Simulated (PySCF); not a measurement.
## UHF on C (carbon, neutral)

Configuration: [He] 2s1 2p2 3d1, one real determinant (an excited configuration). All numbers are calculated (PySCF 2.14, the spin-free X2C one-electron Hamiltonian (Gaussian nucleus), in aug-cc-pVTZ-DK (5s4p3d2f, 46 functions)).

| Quantity | Value |
| --- | --- |
| Total energy | -37.121135 hartree |
| One-electron energy | -48.6127 hartree |
| Hartree (Coulomb) energy | 16.5316 hartree |
| Exchange energy | -5.0400 hartree |
| ⟨S²⟩ | 6.0000 |
| ⟨L²⟩ | 8.000 |
| Sum of ⟨r⟩ | 8.977 bohr |
| Sum of ⟨r²⟩ | 25.59 bohr² |
| Traceless quadrupole moment −½Σ⟨3z² − r²⟩ along its main axis | -3.15 e·bohr² |
| Langevin diamagnetic susceptibility | -20.3 ×10⁻⁶ cm³/mol |

```tsv
shell	electrons	mean orbital energy (eV)	rms radius, mean of both spins (bohr)
1s α	1	-317.33	0.312
1s β	1	-314.15	0.312
2s α	1	-29.584	1.58
2p α	2	-18.897	1.66
3d α	1	1.445	4.17
```

⟨L²⟩ = 8.00 against 12 for a pure F term, so this real determinant mixes terms. The outer electron is Rydberg-like, and this basis confines it to a smaller radius and binds it less than a complete one would. At UHF the highest occupied level has a positive energy, so only the finite basis holds that electron; for this excited configuration the basis is too tight for the outer shell.

Spin-orbit constants ζ (cm⁻¹) from the X2C one-electron operator on these orbitals: bare nucleus, nucleus screened by l(l+1)(2l+1)/3 electrons, and screened by the Breit-Pauli mean field of the electrons.

| shell | bare | screened nucleus | mean field |
| --- | --- | --- | --- |
| 2p | 75.13 | 50.09 | 40.36 |
| 3d | 1.087 | 0.1812 | 0.1144 |

To first order the Landé constant is A = 3.383 cm⁻¹, so the lowest level has J = 1 and lies 0.00336 eV below the centre of the term. This holds in LS coupling only.
